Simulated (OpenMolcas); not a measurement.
A calculation on Co II.

| Item | Value |
| --- | --- |
| Program | OpenMolcas |
| Method | XMS-CASPT2, IPEA 0.25 Eh, imaginary shift 0.1 Eh (closed shells correlated: 3s 3p) |
| Basis | ANO-RCC-VTZP [6s5p3d2f1g] |
| Scalar Hamiltonian | DKH2, point nucleus |
| Active space | 8 electrons in 5 orbitals (3d) |
| State averaging | 2S+1 = 3 even, 10 roots; 2S+1 = 1 even, 15 roots |
| Spin-orbit coupling | state interaction with AMFI integrals over the reference wave functions, term energies averaged over their components |

(1) Which level of the active space comes out lowest?

(2) How high does 3d⁸ ¹D₂ lie?

(3) How high does 3d⁸ ³P₂ lie?

(4) How high does 3d⁸ ¹G₄ lie?

Measured values: NIST Handbook of Basic Atomic Spectroscopic Data.

Answers

(1) 3d⁸ ³F₄, with 100 % of that term; it is also the measured ground level.

(2) 11350 cm⁻¹ above the lowest level.

(3) 13910 cm⁻¹ above the lowest level.

(4) 19280 cm⁻¹ above the lowest level.

CASPT2 breaks the degeneracy within a term, and the mean is taken; among the terms shown or strongly mixed into the levels shown the widest spread is 1900 cm-1 (3d⁸ ¹G). Measured partners are found by configuration, term and J. A level has none where our copy of the source lacks it or the pairing is in doubt (some pairs that miss far off the trend of their configuration count as doubtful), and it then counts in no deviation. Levels of configurations outside the active space are missing.
